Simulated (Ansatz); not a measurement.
`F[Si](F)(Cl)[GeH3]` + `NC=O` → `O=C[NH][GeH3]` + `F[SiH](F)Cl` at 298.15 K and 1 bar (cleavage of the Ge–Si bond).

Computed with Ansatz on PBE0-D4/def2-TZVP structures; ΔE is electronic, products minus reactants. CBS: MP2 limit from def2 TZ/QZ plus the TZ coupled-cluster correction, frozen cores. This one scheme is used for every species. For Ge outer-core shells are correlated without core-valence functions, which leaves a few kJ/mol of doubt a bond. Scalar relativity is left out up to krypton. Each species was taken in one conformer, which may not be the lowest.

```tsv
species	CCSD(T)/CBS energy (Eh)	H − E (kJ/mol)	S (J/(mol·K))
`F[Si](F)(Cl)[GeH3]`	-3026.54774	106.0	375.5
`NC=O`	-169.73435	132.2	256.9
`O=C[NH][GeH3]`	-2247.05298	174.2	318.7
`F[SiH](F)Cl`	-949.23245	58.3	299.3
```

H − E and S are ideal-gas, rigid-rotor, harmonic terms from PBE0-D4/def2-TZVP, for one conformer and one mirror image of each species. 1 Eh = 2625.50 kJ/mol, R = 8.31446 J/(mol·K).

**Question.** By hand: ΔE, ΔH, ΔS and ΔG.

**Answer.** ΔE = (-2247.05298) + (-949.23245) − (-3026.54774) − (-169.73435) = -0.00334 Eh = -8.8 kJ/mol. Δ(H − E) = 174.2 + 58.3 − 106.0 − 132.2 = -5.7, so ΔH = -14.5 kJ/mol. ΔS = 318.7 + 299.3 − 375.5 − 256.9 = -14.4 J/(mol·K). ΔG = -14.5 − 298.15 × (-14.4)/1000 = -10.2 kJ/mol.

**Question.** By hand: the equilibrium constant, and the temperature at which ΔG would vanish if ΔH and ΔS stayed fixed.

**Answer.** log₁₀ K = −ΔG/(RT ln 10) = 1.8. ΔG = 0 at ΔH/ΔS = 1007 K, though so small a ΔS makes that figure unsure.

The number of gas molecules stays the same, so ΔS is small and ΔH decides. A doubt of 5 kJ/mol in ΔE shifts log₁₀ K by 0.9 here. Other conformers and mirror images would add mixing entropy, several J/(mol·K) or more a flexible species. These are equilibria of isolated gas molecules and say nothing of rates. Largest T1 diagnostic: 0.016 (customary marks: 0.02 for closed shells, 0.045 for open ones).
